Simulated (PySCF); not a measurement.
# 33S chemical shifts

[PySCF 2.14: geometry: GFN2-xTB; GIAO PBE0/pcSseg-1 shieldings; in vacuum; non-relativistic Hamiltonian; one averaged value for each set of equivalent atoms; single conformer]

Shieldings were converted by a linear fit to measured shifts: 33S (scatter 33.3 ppm rms vs sulfate, solution or neat liquid). Occasional misses reach two or three times the rms, and more in compound classes unlike the fitted ones.

(1) Give the 33S shifts of `CSc1cc(O[SiH3])cs1`, `O=C/C=C\[SiH]1SCCS1`, `CC#C[C@@H]1CS[Si@H](O)S1`.

(2) Match the shifts 588, 5, -211, -429, -520 ppm to `CC1=CC=CS1(=O)=O`, `C[C@]([SiH3])(C(=S)CF)C(F)F`, `O=C/C=C/[SiH]1SCCS1`, `C[C@@H](CC(F)(F)F)[C@@H]1CS1`, `O=CO/C=C1/CCS1`.

## Answers

(1) 
```csv
compound,environment,δ (ppm)
[CH3:1][S:2][c:3]1[cH:4][c:5]([O:6][SiH3:7])[cH:8][s:9]1,S9: aromatic ring sulfur,-145
[CH3:1][S:2][c:3]1[cH:4][c:5]([O:6][SiH3:7])[cH:8][s:9]1,S2: sulfide sulfur,-289
O=C/C=C\[SiH]1SCCS1,"sulfur bonded to C, Si, in a 5-membered ring (×2)",-412
[CH3:1][C:2]#[C:3][C@@H:4]1[CH2:5][S:6][Si@H:7]([OH:8])[S:9]1,"S9: sulfur bonded to C, Si, in a 5-membered ring",-281
[CH3:1][C:2]#[C:3][C@@H:4]1[CH2:5][S:6][Si@H:7]([OH:8])[S:9]1,"S6: sulfur bonded to C, Si, in a 5-membered ring",-411
```

(2) 588: C[C@]([SiH3])(C(=S)CF)C(F)F (thione sulfur); 5: CC1=CC=CS1(=O)=O (sulfone sulfur); -211: O=CO/C=C1/CCS1 (sulfide sulfur); -429: O=C/C=C/[SiH]1SCCS1 (sulfur bonded to C, Si, in a 5-membered ring); -520: C[C@@H](CC(F)(F)F)[C@@H]1CS1 (sulfide sulfur).
